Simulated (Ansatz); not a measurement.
Cost and result for the atomization energy of C2H5BBrCl (10 atoms, 10 bonds).

Cartesian coordinates in Å:
```
B -0.3990 -0.6483 -1.2492
C -0.0448 0.4202 -0.1757
C 0.0959 0.1217 1.2816
Cl -0.4697 2.0843 -0.4664
Br 1.7544 -0.0326 -1.1353
H -0.4360 -1.7859 -0.8879
H -0.8151 -0.2978 -2.3077
H 0.4420 -0.9016 1.4248
H 0.7687 0.8176 1.7836
H -0.8964 0.2222 1.7322
```

The species carries charge 0 and has multiplicity 1. Correlated methods include outer-core shells of Br, which these sets cover unevenly. Scalar relativity is left out up to krypton. The bonds changed during the relaxation, so this is another structure than the one it started from. The structure was optimised at the PBE0-D4/def2-TZVP level. Program: Ansatz. All runs use 4 threads of an Arm Neoverse V2 on a shared host. Times are those of one run each, without the atoms' runs, and a repeat can differ threefold. Electronic energies, without spin–orbit coupling; frozen cores. CCSD(T)/CBS adds CCSD(T) − MP2 in def2-TZVPP to the MP2 limit, and its time is that of the two runs behind it. T1 = 0.011. With those shells the extrapolation isn't a true limit. B3LYP takes the VWN-RPA correlation (the form of Gaussian; ORCA's B3LYP/G).

CCSD(T)/CBS is a level of theory with its own doubt, some kJ/mol a heavy atom from the limit and from the frozen cores, so smaller differences don't rank the functionals.

```json
{"level": "PBE-D4/def2-TZVPP (with forces)", "functions": "253", "wall time": "3.1 s"}
{"level": "PBE0-D4/def2-TZVPP", "functions": "253", "wall time": "4.3 s"}
{"level": "B3LYP-D4/def2-TZVPP (with forces)", "functions": "253", "wall time": "6.5 s"}
{"level": "r2SCAN-D4/def2-TZVPP (with forces)", "functions": "253", "wall time": "6.5 s"}
{"level": "B2PLYP/def2-TZVPP", "functions": "253", "wall time": "7.5 s"}
{"level": "ωB97X-V/def2-TZVPP", "functions": "253", "wall time": "11 s"}
{"level": "ωB97M-V/def2-TZVPP (with forces)", "functions": "253", "wall time": "15 s"}
{"level": "MP2/def2-QZVPP", "functions": "480", "wall time": "31 s"}
{"level": "CCSD(T)/def2-TZVPP", "functions": "253", "wall time": "4.4 min"}
{"level": "CCSD(T)/CBS(def2)", "functions": "–", "wall time": "4.9 min"}
```

**Question.** What atomization energy does each give, and how far from CCSD(T)/CBS? (Best estimate.)

**Answer.** Ansatz gave: 
```json
{"level": "PBE-D4/def2-TZVPP (with forces)", "atomization (kJ/mol)": "3590.0", "difference from CCSD(T)/CBS": "103.0", "per bond": "10.3"}
{"level": "PBE0-D4/def2-TZVPP", "atomization (kJ/mol)": "3532.9", "difference from CCSD(T)/CBS": "45.9", "per bond": "4.6"}
{"level": "B3LYP-D4/def2-TZVPP (with forces)", "atomization (kJ/mol)": "3484.6", "difference from CCSD(T)/CBS": "-2.4", "per bond": "-0.2"}
{"level": "r2SCAN-D4/def2-TZVPP (with forces)", "atomization (kJ/mol)": "3527.0", "difference from CCSD(T)/CBS": "40.0", "per bond": "4.0"}
{"level": "B2PLYP/def2-TZVPP", "atomization (kJ/mol)": "3447.9", "difference from CCSD(T)/CBS": "-39.1", "per bond": "-3.9"}
{"level": "ωB97X-V/def2-TZVPP", "atomization (kJ/mol)": "3489.2", "difference from CCSD(T)/CBS": "2.2", "per bond": "0.2"}
{"level": "ωB97M-V/def2-TZVPP (with forces)", "atomization (kJ/mol)": "3500.5", "difference from CCSD(T)/CBS": "13.5", "per bond": "1.4"}
{"level": "MP2/def2-QZVPP", "atomization (kJ/mol)": "3528.0", "difference from CCSD(T)/CBS": "41.0", "per bond": "4.1"}
{"level": "CCSD(T)/def2-TZVPP", "atomization (kJ/mol)": "3400.6", "difference from CCSD(T)/CBS": "-86.4", "per bond": "-8.6"}
{"level": "CCSD(T)/CBS(def2)", "atomization (kJ/mol)": "3487.0", "difference from CCSD(T)/CBS": "0.0", "per bond": "0.0"}
```

In def2-TZVPP, CCSD(T) changes the Hartree–Fock value by +829.5 kJ/mol (the triples alone add +62.6 kJ/mol) and MP2 by +906.9 kJ/mol; breaking electron pairs costs correlation energy, which Hartree–Fock lacks. The D4 term adds +43.4 kJ/mol with B3LYP and +22.4 kJ/mol with PBE0; it sums over pairs of atoms, weighted by their polarisabilities, and B3LYP, whose exchange is more repulsive, gets the larger term. From PBE to PBE0 (25 % exact exchange), in def2-TZVPP and without D4, the atomization energy moves by −53.0 kJ/mol: exact exchange takes away binding that semilocal exchange gives to molecules.
